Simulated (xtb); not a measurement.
ClI, triplet, geometry from GFN2-xTB (a higher spin typed on purpose: for a closed-shell molecule this is an excited state), atoms displaced at random by about 0.02 Å a coordinate; GFN1-xTB (xtb).

Here is a job for xtb.
```
$ xtb mol.xyz --gfn 1 --uhf 2 --opt --json

# file mol.xyz
2

Cl     0.00408509     0.00123778    -2.12089967
I      0.00441242    -0.01357078     0.65520309
```

What does xtb print? Leave out banner, timings and long lists.


```
   ID    Z sym.   atoms
    1   17 Cl     1
    2   53 I      2

           -------------------------------------------------
          |                Calculation Setup                |
           -------------------------------------------------

           -------------------------------------------------
          |                 G F N 1 - x T B                 |
           -------------------------------------------------

          ...................................................
          :                      SETUP                      :
          :.................................................:
          :  # basis functions                  20          :
          :  # atomic orbitals                  18          :
          :  # shells                            6          :
          :  # electrons                        14          :
          :  # halogen bonds                     0          :
          :  max. iterations                   250          :
          :  Hamiltonian                  GFN1-xTB          :
          :  restarted?                      false          :
          :  GBSA solvation                  false          :
          :  PC potential                    false          :
          :  electronic temp.          300.0000000     K    :
          :  accuracy                    1.0000000          :
          :  -> integral cutoff          0.2500000E+02      :
          :  -> integral neglect         0.1000000E-07      :
          :  -> SCF convergence          0.1000000E-05 Eh   :
          :  -> wf. convergence          0.2000000E-04 e    :
          :  Broyden damping             0.4000000          :
          :  net charge                          0          :
          :  unpaired electrons                  2          :
          ...................................................

 iter      E             dE          RMSdq      gap      omega  full diag
   1     -8.0794629 -0.807946E+01  0.419E+00    7.93       0.0  T
   2     -7.9681767  0.111286E+00  0.761E+00    7.27       1.0  T
   3     -8.0987869 -0.130610E+00  0.160E+00    7.81       1.0  T
   4     -8.1014655 -0.267865E-02  0.419E-01    7.74       1.0  T
   5     -8.1017858 -0.320336E-03  0.171E-01    7.77       1.0  T
   6     -8.1018390 -0.531848E-04  0.348E-02    7.76       2.0  T
   7     -8.1018413 -0.227909E-05  0.103E-03    7.76      68.9  T
   8     -8.1018413  0.186111E-07  0.327E-03    7.76      21.7  T
[...]
         :: total energy              -8.102132486840 Eh    ::
 * total energy  :    -8.1021325 Eh     change       -0.1065814E-13 Eh
 * total energy  :    -8.0764887 Eh     change        0.2564381E-01 Eh
 * total energy  :    -8.1034110 Eh     change       -0.2692231E-01 Eh
 * total energy  :    -8.1035615 Eh     change       -0.1505123E-03 Eh
 * total energy  :    -8.1036032 Eh     change       -0.4169364E-04 Eh
 * total energy  :    -8.1036033 Eh     change       -0.9248795E-07 Eh
   *** GEOMETRY OPTIMIZATION CONVERGED AFTER 6 ITERATIONS ***
         :: total energy              -8.103603286645 Eh    ::
[...]
         3        2.0000           -0.5167968             -14.0628
         4        2.0000           -0.4763001             -12.9608
         5        2.0000           -0.4763001             -12.9608
         6        1.5000           -0.4432199             -12.0606
         7        1.5000           -0.4432199             -12.0606
         8        1.0000           -0.3723173             -10.1313 (HOMO)
         9                         -0.1022798              -2.7832 (LUMO)
        10                         -0.1022798              -2.7832
        11                         -0.0911650              -2.4807
        12                         -0.0911650              -2.4807
        13                         -0.0393791              -1.0716
        14                         -0.0282778              -0.7695
        15                         -0.0282778              -0.7695
        16                         -0.0161171              -0.4386
        17                         -0.0161171              -0.4386
        18                          0.0561929               1.5291
      -------------------------------------------------------------
                  HL-Gap            0.2700376 Eh            7.3481 eV
             Fermi-level           -0.3402592 Eh           -9.2589 eV

  Mulliken/CM5 charges         n(s)   n(p)   n(d)
     1Cl   -0.08517 -0.09585   1.986  5.085  0.014
     2I     0.08517  0.09585   2.001  4.795  0.118

Wiberg/Mayer (AO) data.
largest (>0.10) Wiberg bond orders for each atom

 ---------------------------------------------------------------------------
     #   Z sym  total        # sym  WBO       # sym  WBO       # sym  WBO
 ---------------------------------------------------------------------------
     1  17 Cl   0.928 --     2 I    0.928
     2  53 I    0.928 --     1 Cl   0.928
 ---------------------------------------------------------------------------

Topologies differ in total number of bonds
Writing topology from bond orders to xtbtopo.mol

 dipole moment from electron density (au)
     X       Y       Z
   0.0001  -0.0026   0.4910  total (Debye):    1.248

optimized geometry written to: xtbopt.xyz

           -------------------------------------------------
          | TOTAL ENERGY               -8.103603286645 Eh   |
          | GRADIENT NORM               0.000081682669 Eh/α |
          | HOMO-LUMO GAP               7.348096108313 eV   |
           -------------------------------------------------
```
